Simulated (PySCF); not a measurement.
C3H10BN, SMILES CCB(C)N.

Coordinates come from a r2SCAN-D4/def2-SVP optimisation. One conformer was computed; it need not be the lowest.

Two levels are set side by side: TDDFT-PBE/def2-SVPD (PySCF) and TDDFT-B3LYP/def2-SVPD (PySCF). Vertical, same geometry. The lowest singlet is HOMO−1→LUMO 100 % with PBE and HOMO→LUMO 98 % with the other functional; states are paired by order. Differences are taken from unrounded values.

| quantity | TDDFT-B3LYP |
|---|---|
| lowest singlet excitation (eV) | 6.92 |
| lowest triplet excitation (TDA) (eV) | 6.56 |
| first bright state (f over 0.05) (eV) | 8.28 |
| its oscillator strength | 0.22 |

What does TDDFT-PBE give, and how far is it from TDDFT-B3LYP? (An estimate is asked for; the answer gives what the named calculation found.)


| quantity | TDDFT-PBE | TDDFT-PBE minus TDDFT-B3LYP |
|---|---|---|
| lowest singlet excitation (eV) | 6.47 | -0.45 |
| lowest triplet excitation (TDA) (eV) | 6.19 | -0.37 |
| first bright state (f over 0.05) (eV) | 7.84 | -0.44 |
| its oscillator strength | 0.19 | -0.04 |

A lower first singlet is the usual sign of a functional without exact exchange. Differences between two approximate levels are no errors against the true value.

Rough cost on one machine, each run with all the roots and properties that it gave: TDDFT-B3LYP against TDDFT-PBE about 3 times.
